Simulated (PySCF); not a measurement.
PySCF input for Si(H)(F)2(NHSiH3) (F2H5NSi2), SMILES F[SiH](F)N[SiH3], PBE0-D3(BJ)/def2-SVP. Geometry optimised at PBE0-D3(BJ)/def2-SVP. Other conformers were not sampled.

```python
import numpy as np
from pyscf import gto, scf, dft, df
from pyscf.hessian import thermo

mol = gto.M(
    atom='''
    Si    0.86054987   -0.28748427   -0.00000000
    F     1.76523293    0.12735660   -1.27098626
    F     1.76523292    0.12735659    1.27098627
    N    -0.61827134    0.55969727    0.00000000
    Si   -2.24639391   -0.08334338   -0.00000000
    H     0.63209209   -1.74260814   -0.00000000
    H    -0.54431902    1.57573398   -0.00000000
    H    -3.00436125    0.35854410    1.20890102
    H    -3.00436125    0.35854410   -1.20890102
    H    -2.12352730   -1.56892647   -0.00000000
    ''',
    basis='def2-SVP',
    charge=0,
    spin=0,
    max_memory=1600,
    verbose=3,
)
mf = dft.RKS(mol, xc='pbe0').density_fit(auxbasis='def2-universal-jkfit')
mf.disp = 'd3bj'
mf.grids.level = 3
mf.conv_tol = 1e-11
mf.max_cycle = 100
mf.kernel()

# analytic Hessian; the response equations are solved on a coarser grid
h, args, fine = mf.Hessian(), (mf.mo_energy, mf.mo_coeff, mf.mo_occ), mf.grids
h.max_memory = max(150, 2.5e-5 * df.make_auxmol(mol, mf.with_df.auxbasis).nao * mol.nelec[0] * (mol.nelec[0] + mol.nao))  # MB; small integral blocks
h1ao = h.make_h1(mf.mo_coeff, mf.mo_occ)
mf.grids = dft.Grids(mol).set(level=1).build(with_non0tab=True)
mo1, mo_e1 = h.solve_mo1(*args, h1ao)
mf.grids = fine
hess = h.hess_elec(*args, mo1, mo_e1, h1ao) + h.hess_nuc()
if mf.do_disp():
    hess += h.get_dispersion()
for i in range(mol.natm):  # the analytic DFT Hessian lacks the response of the grid: restore translational invariance
    hess[i, i] -= hess[i].sum(axis=0)
hess = (hess + hess.transpose(1, 0, 3, 2)) / 2
vib = thermo.harmonic_analysis(mol, hess, imaginary_freq=False)
thermo.dump_normal_mode(mol, vib)
th = thermo.thermo(mf, vib['freq_au'][vib['freq_au'] > 0], 298.15, 101325)
thermo.dump_thermo(mol, th)
g0 = mf.nuc_grad_method().set(verbose=0).kernel()

# dipole derivatives [dipole axis, atom, xyz] from the same response
r, irp = mol.intor('int1e_r'), mol.intor('int1e_irp').reshape(3, 3, mol.nao, mol.nao)
sl, dm0, ok = mol.aoslice_by_atom(), np.array(mf.make_rdm1()), []
dmu = np.einsum('a,xt->xat', mol.atom_charges(), np.eye(3))
for a, (_, _, p0, p1) in enumerate(sl):
    dmu[:, a] += 2 * np.einsum('xtij,ij->xt', irp[:, :, :, p0:p1], dm0.reshape(-1, mol.nao, mol.nao).sum(0)[:, p0:p1])
    for u, c, occ, f in [(mo1, mf.mo_coeff, mf.mo_occ, 4)]:
        dmu[:, a] -= f * np.einsum('tui,xuv,vi->xt', u[a], r, c[:, occ > 0], optimize=True)
L = vib['norm_mode']
ir = 974.8801 * (np.einsum('xat,kat->kx', dmu, L) ** 2).sum(1)       # km/mol
apt = np.einsum('xax->a', dmu) / 3

# polarisability derivatives from nuclear gradients in small electric fields
h0, F = mf.get_hcore(), 0.005
def in_field(f, guess):
    m = mf.copy()
    m.verbose, m.conv_tol, m.conv_tol_grad = 0, 1e-11, 2e-7
    m.get_hcore = lambda *a: h0 + np.einsum('x,xij->ij', f, r)
    m.kernel(guess)
    ok.append(m.converged)
    dm = np.array(m.make_rdm1())
    g = m.nuc_grad_method().kernel() - np.outer(mol.atom_charges(), f)
    for a, (_, _, p0, p1) in enumerate(sl):
        g[a] -= 2 * np.einsum('x,xtij,ij->t', f, irp[:, :, :, p0:p1], dm[:, p0:p1])
    return g, -np.einsum('xij,ij->x', r, dm), dm
E = np.eye(3) * F
g0, _, dm0 = in_field(np.zeros(3), dm0)
gp = [in_field(e, dm0) for e in E]
gm = [in_field(-e, 2 * dm0 - p[2]) for e, p in zip(E, gp)]
alpha = np.array([(p[1] - q[1]) / (2 * F) for p, q in zip(gp, gm)])  # bohr^3
check = abs(np.array([-(p[0] - q[0]) / (2 * F) for p, q in zip(gp, gm)]) - dmu).max()
print('static polarisability / bohr^3:', alpha.round(3))
print('largest difference of analytic and finite-field dipole derivatives / e:', check)
da = np.zeros((3, 3, mol.natm, 3))
for x in range(3):
    da[x, x] = -(gp[x][0] + gm[x][0] - 2 * g0) / F**2
for x, y in ((0, 1), (0, 2), (1, 2)):
    up, down = in_field(E[x] + E[y], gp[x][2] + gp[y][2] - dm0), in_field(-E[x] - E[y], gm[x][2] + gm[y][2] - dm0)
    both = -(up[0] + down[0] - 2 * g0) / F**2
    da[x, y] = da[y, x] = (both - da[x, x] - da[y, y]) / 2
aq = np.einsum('xyat,kat->kxy', da, L) * 0.529177210903**2           # A^2/amu^1/2
a = np.einsum('kxx->k', aq) / 3
g2 = 1.5 * (aq**2).sum((1, 2)) - 4.5 * a**2
raman, depol = 45 * a**2 + 7 * g2, 3 * g2 / (45 * a**2 + 4 * g2 + 1e-12)
print('mode   freq/cm-1   IR/(km/mol)   Raman/(A^4/amu)   depolarisation')
for k, w in enumerate(vib['freq_wavenumber']):
    print(f'{k + 1:4d} {w:11.2f} {ir[k]:13.3f} {raman[k]:17.3f} {depol[k]:16.3f}')
print('max |gradient| / (hartree/bohr):', abs(g0).max())
print('APT charges:', apt.round(4))
```

Log of the run:

```
converged SCF energy = -835.721938716064

WARN: DFTD3 does not support analytical Hessian, using finite difference


WARN: Mole.unit (angstrom) is changed to Bohr

Mode                                 0                   1                   2
Irrep
Freq [cm^-1]                       24.0521             78.9698            180.2867
Reduced mass [au]                   3.5261              1.1607              4.3923
Force const [Dyne/A]                0.0012              0.0043              0.0841
Char temp [K]                      34.6056            113.6199            259.3924
Normal mode                   x     y     z       x     y     z       x     y     z
       0  Si                -0.00  0.00 -0.04   -0.00  0.00 -0.01    0.05 -0.06 -0.00
       1   F                 0.07  0.04  0.03    0.03 -0.03  0.01    0.02  0.06  0.01
       2   F                -0.07 -0.04  0.03   -0.03  0.03  0.01    0.02  0.06 -0.01
       3   N                -0.00  0.00 -0.14   -0.00  0.00 -0.05   -0.00 -0.14  0.00
       4  Si                -0.00 -0.00  0.07   -0.00 -0.00  0.02   -0.08  0.04  0.00
       5   H                -0.00  0.00 -0.07   -0.00  0.00  0.02    0.19 -0.08 -0.00
       6   H                -0.00  0.00 -0.31   -0.00  0.00 -0.01    0.04 -0.14  0.00
       7   H                 0.09  0.16  0.07    0.17 -0.43  0.29   -0.02  0.15 -0.00
       8   H                -0.09 -0.16  0.07   -0.17  0.43  0.29   -0.02  0.15  0.00
       9   H                 0.00 -0.00  0.26    0.00 -0.00 -0.50   -0.28  0.03  0.00
Mode                                 3                   4                   5
Irrep
Freq [cm^-1]                      225.6494            277.6849            376.4377
Reduced mass [au]                   2.7503             10.8052             11.2731
Force const [Dyne/A]                0.0825              0.4909              0.9412
Char temp [K]                     324.6592            399.5267            541.6100
Normal mode                   x     y     z       x     y     z       x     y     z
       0  Si                 0.00 -0.00  0.06    0.03 -0.05 -0.00    0.07  0.09 -0.00
       1   F                -0.10  0.04  0.01   -0.11  0.03 -0.07    0.00 -0.05 -0.11
       2   F                 0.10 -0.04  0.01   -0.11  0.03  0.07    0.00 -0.05  0.11
       3   N                 0.00 -0.00 -0.09    0.06 -0.02  0.00   -0.02 -0.02 -0.00
       4  Si                 0.00  0.00 -0.02    0.07  0.02  0.00   -0.05 -0.01  0.00
       5   H                 0.00 -0.00  0.15    0.12 -0.06 -0.00    0.08  0.08 -0.00
       6   H                 0.00 -0.00 -0.54    0.11 -0.03  0.00   -0.10 -0.01  0.00
       7   H                 0.02 -0.07  0.02    0.07  0.02 -0.00   -0.03  0.04 -0.00
       8   H                -0.02  0.07  0.02    0.07  0.02  0.00   -0.03  0.04  0.00
       9   H                -0.00  0.00 -0.07    0.06  0.02  0.00   -0.13 -0.02 -0.00
Mode                                 6                   7                   8
Irrep
Freq [cm^-1]                      443.3315            621.8884            720.7422
Reduced mass [au]                   1.5051              1.6267              1.2299
Force const [Dyne/A]                0.1743              0.3707              0.3764
Char temp [K]                     637.8554            894.7590           1036.9875
Normal mode                   x     y     z       x     y     z       x     y     z
       0  Si                 0.00  0.00 -0.03    0.04 -0.06 -0.00   -0.00 -0.00 -0.00
       1   F                 0.04 -0.01 -0.01    0.01  0.01 -0.02   -0.00 -0.00  0.00
       2   F                -0.04  0.01 -0.01    0.01  0.01  0.02    0.00  0.00  0.00
       3   N                 0.00  0.00  0.13   -0.00  0.08  0.00    0.00  0.00 -0.09
       4  Si                -0.00 -0.00  0.01   -0.07  0.02 -0.00   -0.00  0.00  0.05
       5   H                 0.00  0.00 -0.02    0.15 -0.07 -0.00    0.00 -0.00 -0.00
       6   H                 0.00  0.00 -0.72    0.17  0.07  0.00    0.00  0.00  0.20
       7   H                -0.20 -0.12 -0.07   -0.24 -0.31  0.01   -0.54 -0.19 -0.22
       8   H                 0.20  0.12 -0.07   -0.24 -0.31 -0.01    0.54  0.19 -0.22
       9   H                -0.00 -0.00 -0.06    0.48  0.06  0.00    0.00  0.00 -0.11
Mode                                 9                  10                  11
Irrep
Freq [cm^-1]                      786.7785            826.0899            855.4940
Reduced mass [au]                   2.3658              1.1840              1.7444
Force const [Dyne/A]                0.8629              0.4760              0.7522
Char temp [K]                    1131.9991           1188.5594           1230.8654
Normal mode                   x     y     z       x     y     z       x     y     z
       0  Si                -0.02  0.07  0.00   -0.00 -0.00 -0.01   -0.03 -0.02  0.00
       1   F                -0.01 -0.03  0.03   -0.04 -0.03  0.04    0.04  0.03 -0.06
       2   F                -0.01 -0.03 -0.03    0.04  0.03  0.04    0.04  0.03  0.06
       3   N                -0.05 -0.14 -0.00   -0.00  0.00 -0.01   -0.04 -0.08  0.00
       4  Si                 0.03  0.05  0.00    0.00 -0.00 -0.00    0.02  0.03 -0.00
       5   H                 0.35  0.01 -0.00    0.00 -0.00 -0.91   -0.69  0.08 -0.00
       6   H                 0.03 -0.14 -0.00    0.00  0.00 -0.08   -0.09 -0.08 -0.00
       7   H                -0.03 -0.11  0.02    0.00 -0.02  0.01   -0.02 -0.08  0.01
       8   H                -0.03 -0.11 -0.02   -0.00  0.02  0.01   -0.02 -0.08 -0.01
       9   H                 0.46  0.08  0.00   -0.00 -0.00  0.04    0.20  0.04  0.00
Mode                                12                  13                  14
Irrep
Freq [cm^-1]                      897.2948            928.9402            948.7116
Reduced mass [au]                   2.6622              1.0682              1.3398
Force const [Dyne/A]                1.2629              0.5431              0.7105
Char temp [K]                    1291.0074           1336.5381           1364.9848
Normal mode                   x     y     z       x     y     z       x     y     z
       0  Si                -0.09 -0.04 -0.00   -0.00 -0.00  0.02   -0.01  0.02 -0.00
       1   F                 0.06  0.02 -0.07    0.01  0.00 -0.01   -0.01  0.00  0.00
       2   F                 0.06  0.02  0.07   -0.01 -0.00 -0.01   -0.01  0.00 -0.00
       3   N                -0.06  0.03  0.00   -0.00  0.00 -0.00    0.09 -0.01  0.00
       4  Si                 0.02 -0.01  0.00    0.00  0.00 -0.04   -0.06 -0.04 -0.00
       5   H                 0.49 -0.13  0.00    0.00 -0.00 -0.00   -0.14  0.03  0.00
       6   H                -0.02  0.03 -0.00   -0.00  0.00  0.04    0.27 -0.03  0.00
       7   H                 0.13  0.16  0.01   -0.02 -0.40  0.11    0.12  0.40 -0.05
       8   H                 0.13  0.16 -0.01    0.02  0.40  0.11    0.12  0.40  0.05
       9   H                 0.04 -0.00 -0.00   -0.00 -0.00  0.77    0.53  0.02  0.00
Mode                                15                  16                  17
Irrep
Freq [cm^-1]                      962.8774            965.3449           1009.5353
Reduced mass [au]                   1.3045              6.8801              1.3716
Force const [Dyne/A]                0.7126              3.7776              0.8236
Char temp [K]                    1385.3662           1388.9164           1452.4965
Normal mode                   x     y     z       x     y     z       x     y     z
       0  Si                -0.04  0.02 -0.00    0.00 -0.00 -0.13   -0.06  0.03 -0.00
       1   F                 0.01  0.00 -0.01   -0.05 -0.02  0.08    0.02  0.00 -0.02
       2   F                 0.01  0.00  0.01    0.05  0.02  0.08    0.02  0.00  0.02
       3   N                 0.09 -0.02  0.00   -0.00  0.00  0.01    0.09 -0.03  0.00
       4  Si                -0.04  0.01 -0.00    0.00  0.00 -0.01    0.02 -0.01  0.00
       5   H                -0.00  0.01  0.00    0.00 -0.00  0.30    0.05  0.01  0.00
       6   H                 0.35 -0.04 -0.00   -0.00  0.00 -0.00    0.43 -0.06  0.00
       7   H                 0.32 -0.30  0.32    0.00 -0.05  0.02   -0.40 -0.04 -0.25
       8   H                 0.32 -0.30 -0.32   -0.00  0.05  0.02   -0.40 -0.04  0.25
       9   H                -0.16 -0.01  0.00    0.00  0.00  0.11   -0.26 -0.02  0.00
Mode                                18                  19                  20
Irrep
Freq [cm^-1]                     1213.9157           2231.3214           2237.0272
Reduced mass [au]                   1.6848              1.0515              1.0262
Force const [Dyne/A]                1.4627              3.0844              3.0257
Char temp [K]                    1746.5544           3210.3747           3218.5841
Normal mode                   x     y     z       x     y     z       x     y     z
       0  Si                 0.04  0.00  0.00    0.00 -0.00  0.00   -0.00 -0.00 -0.00
       1   F                -0.00 -0.00  0.01   -0.00  0.00 -0.00    0.00 -0.00 -0.00
       2   F                -0.00 -0.00 -0.01    0.00 -0.00 -0.00    0.00 -0.00  0.00
       3   N                -0.16  0.02 -0.00   -0.00  0.00 -0.00    0.00 -0.00 -0.00
       4  Si                 0.02 -0.01 -0.00   -0.00  0.00  0.04    0.02 -0.01  0.00
       5   H                -0.11  0.02 -0.00   -0.00 -0.00 -0.00    0.00  0.02  0.00
       6   H                 0.72 -0.04  0.00   -0.00 -0.00  0.00    0.00  0.00  0.00
       7   H                 0.07  0.06  0.01    0.35 -0.21 -0.55   -0.34  0.20  0.57
       8   H                 0.07  0.06 -0.01   -0.35  0.21 -0.55   -0.34  0.20 -0.57
       9   H                -0.09 -0.02 -0.00   -0.00  0.00  0.01    0.01 -0.13  0.00
Mode                                21                  22                  23
Irrep
Freq [cm^-1]                     2257.0358           2350.5754           3601.4661
Reduced mass [au]                   1.0437              1.0420              1.0744
Force const [Dyne/A]                3.1325              3.3921              8.2102
Char temp [K]                    3247.3719           3381.9547           5181.7079
Normal mode                   x     y     z       x     y     z       x     y     z
       0  Si                 0.00  0.00  0.00   -0.01 -0.03 -0.00   -0.00 -0.00  0.00
       1   F                -0.00  0.00  0.00    0.00 -0.00 -0.00   -0.00  0.00  0.00
       2   F                -0.00  0.00 -0.00    0.00 -0.00  0.00   -0.00  0.00 -0.00
       3   N                -0.00  0.00  0.00   -0.00  0.00  0.00   -0.00 -0.07 -0.00
       4  Si                 0.01 -0.04 -0.00   -0.00 -0.00 -0.00    0.00 -0.00  0.00
       5   H                -0.01 -0.05 -0.00    0.15  0.97  0.00    0.00  0.00 -0.00
       6   H                -0.00 -0.00 -0.00    0.00 -0.00  0.00    0.06  0.96  0.00
       7   H                -0.04  0.01  0.07    0.01  0.00 -0.01    0.00  0.00 -0.00
       8   H                -0.04  0.01 -0.07    0.01  0.00  0.01    0.00  0.00  0.00
       9   H                -0.08  0.97 -0.00   -0.01  0.05  0.00    0.00  0.00 -0.00
temperature 298.1500 [K]
pressure 101325.00 [Pa]
Rotational constants [GHz] 6.30672 1.55795 1.35524
Symmetry number 1
Zero-point energy (ZPE) 0.05700 [Eh]   149661.511 [J/mol]
                           tot       elec      trans        rot        vib
Entropy [J/mol/K]       366.121      0.000    167.728    115.399     82.993
Cv [J/mol/K]            103.045      0.000     12.472     12.472     78.102
Cp [J/mol/K]            111.360      0.000     20.786     12.472     78.102
Internal energy [J/mol]                      3718.434   3718.434 161702.291
Internal energy [Eh]   -835.65752  -835.72194
Enthalpy [J/mol]                             6197.391   3718.434 161702.291
Enthalpy [Eh]          -835.65657
Gibbs free energy [J/mol]                  -43810.686 -30687.855 136957.788
Gibbs free energy [Eh] -835.69815
static polarisability / bohr^3: [[55.421 -2.34  -0.   ]
 [-2.341 45.533 -0.   ]
 [ 0.     0.    43.007]]
largest difference of analytic and finite-field dipole derivatives / e: 0.0007208453521796443
mode   freq/cm-1   IR/(km/mol)   Raman/(A^4/amu)   depolarisation
   1       24.05         2.216             0.040            0.750
   2       78.97         0.027             0.253            0.750
   3      180.29         5.321             0.295            0.446
   4      225.65         4.653             1.421            0.750
   5      277.68        30.522             1.497            0.532
   6      376.44        17.965             0.575            0.260
   7      443.33        77.479             3.292            0.750
   8      621.89         0.155            14.540            0.349
   9      720.74        88.189            10.630            0.750
  10      786.78       129.885             9.685            0.386
  11      826.09         6.081             5.934            0.750
  12      855.49         8.199             4.083            0.737
  13      897.29       217.284             6.532            0.580
  14      928.94        32.105            19.993            0.750
  15      948.71       222.799             7.251            0.749
  16      962.88       242.753            19.973            0.718
  17      965.34       246.621             1.249            0.750
  18     1009.54         6.781             9.793            0.750
  19     1213.92       300.959             1.505            0.747
  20     2231.32       139.629            94.809            0.750
  21     2237.03        97.118           220.652            0.065
  22     2257.04        77.165            71.089            0.336
  23     2350.58        83.120            82.195            0.150
  24     3601.47        59.727            85.405            0.242
max |gradient| / (hartree/bohr): 0.00021378348450677606
APT charges: [ 2.0242 -0.6637 -0.6637 -1.1759  1.3123 -0.2498  0.2127 -0.2784 -0.2784
 -0.2393]
```

The calculation finished and met its thresholds.
